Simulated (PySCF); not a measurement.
## ²⁹Si chemical shifts

A single conformation, rapidly exchanging positions averaged, isolated molecule, no relativistic terms. PBE0/pcSseg-1 with gauge-including orbitals; structure optimised with GFN2-xTB; PySCF 2.14.0 with density-fitted response routines.

Shieldings were converted by a linear fit to measured shifts: ²⁹Si: δ = 279.94 − 0.822σ (rms 8.9 ppm, 72 shifts, 25.8 ppm with the 6 outliers that the fit left out vs TMS, solution or neat liquid). A few per cent of atoms miss by over 2 rms, more outside the fitted compound classes.

**Question.** Give the ²⁹Si shifts of `FC[Si]([SiH3])([SiH3])CC(Cl)Cl`, `C[SiH2][Si@]([SiH3])(C#N)[SiH2]F`, `C[SiH2]/C=C(/[SiH3])C(F)F`, `C[Si@@H]1C=C(C=O)[Si@@H]1[SiH3]`, `FC(F)[C@@H]1C[C@H]1[SiH2][SiH3]`, `[SiH3]c1ccc(C2CC2)pc1`, `C[SiH2]/C(=C/[SiH3])C(F)F`.

**Answer.** 
```
                                                         compound                                              environment  δ (ppm)
[F:1][CH2:2][Si:3]([SiH3:4])([SiH3:5])[CH2:6][CH:7]([Cl:8])[Cl:9]                         Si3: silicon bonded to 2 C, 2 Si    -49.4
[F:1][CH2:2][Si:3]([SiH3:4])([SiH3:5])[CH2:6][CH:7]([Cl:8])[Cl:9]                    Si4/5: silicon bonded to Si, 3 H (×2)    -91.5
       [CH3:1][SiH2:2][Si@:3]([SiH3:4])([C:5]#[N:6])[SiH2:7][F:8]                        Si7: silicon bonded to F, Si, 2 H      4.6
       [CH3:1][SiH2:2][Si@:3]([SiH3:4])([C:5]#[N:6])[SiH2:7][F:8]                        Si2: silicon bonded to C, Si, 2 H    -58.2
       [CH3:1][SiH2:2][Si@:3]([SiH3:4])([C:5]#[N:6])[SiH2:7][F:8]                           Si4: silicon bonded to Si, 3 H    -94.4
       [CH3:1][SiH2:2][Si@:3]([SiH3:4])([C:5]#[N:6])[SiH2:7][F:8]                           Si3: silicon bonded to C, 3 Si   -117.2
        [CH3:1][SiH2:2]/[CH:3]=[C:4](/[SiH3:5])[CH:6]([F:7])[F:8]                          Si2: silicon bonded to 2 C, 2 H    -57.8
        [CH3:1][SiH2:2]/[CH:3]=[C:4](/[SiH3:5])[CH:6]([F:7])[F:8]                            Si5: silicon bonded to C, 3 H    -66.1
    [CH3:1][Si@@H:2]1[CH:3]=[C:4]([CH:5]=[O:6])[Si@@H:7]1[SiH3:8]  Si2: silicon bonded to 2 C, Si, H, in a 4-membered ring    -30.2
    [CH3:1][Si@@H:2]1[CH:3]=[C:4]([CH:5]=[O:6])[Si@@H:7]1[SiH3:8]  Si7: silicon bonded to C, 2 Si, H, in a 4-membered ring    -59.5
    [CH3:1][Si@@H:2]1[CH:3]=[C:4]([CH:5]=[O:6])[Si@@H:7]1[SiH3:8]                           Si8: silicon bonded to Si, 3 H    -99.6
       [F:1][CH:2]([F:3])[C@@H:4]1[CH2:5][C@H:6]1[SiH2:7][SiH3:8]                        Si7: silicon bonded to C, Si, 2 H    -57.0
       [F:1][CH:2]([F:3])[C@@H:4]1[CH2:5][C@H:6]1[SiH2:7][SiH3:8]                           Si8: silicon bonded to Si, 3 H   -105.8
                                            [SiH3]c1ccc(C2CC2)pc1                                 silicon bonded to C, 3 H    -61.1
        [CH3:1][SiH2:2]/[C:3](=[CH:4]/[SiH3:5])[CH:6]([F:7])[F:8]                          Si2: silicon bonded to 2 C, 2 H    -39.6
        [CH3:1][SiH2:2]/[C:3](=[CH:4]/[SiH3:5])[CH:6]([F:7])[F:8]                            Si5: silicon bonded to C, 3 H    -79.4
```
